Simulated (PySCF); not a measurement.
# Electron correlation in Hf³⁺ (hafnium, charge +3)

Starting occupation: [Xe] 4f14 6p1, 6p3/2 with m_j = +3/2. Calculation: PySCF 2.14, in x2c-SVPall-2c with one added diffuse shell each of s, d type (8s9p10d2f, 99 functions); X2C-1e with screened-nucleus spin-orbit coupling, Gaussian nucleus. Frozen: [Kr] 4d10 4f14; 9 electrons correlated; the 32 highest virtual spinors left out.

MP2 pair energies summed by pair of shells (mhartree):

| pair | energy | share (%) |
| --- | --- | --- |
| 5p3/2-5p3/2 | -44.82 | 40.7 |
| 5p1/2-5p3/2 | -40.69 | 36.9 |
| 5p1/2-5p1/2 | -10.56 | 9.6 |
| 5p3/2-6p3/2 | -4.23 | 3.8 |
| 5s1/2-5s1/2 | -3.57 | 3.2 |
| 5p3/2-5s1/2 | -2.98 | 2.7 |
| 5p1/2-6p3/2 | -1.83 | 1.7 |
| 5p1/2-5s1/2 | -1.47 | 1.3 |
| 5s1/2-6p3/2 | -0.11 | 0.1 |

Total MP2 correlation energy: -110.27 mhartree.

This basis was not built for core-valence correlation, so the inner-shell part is incomplete.
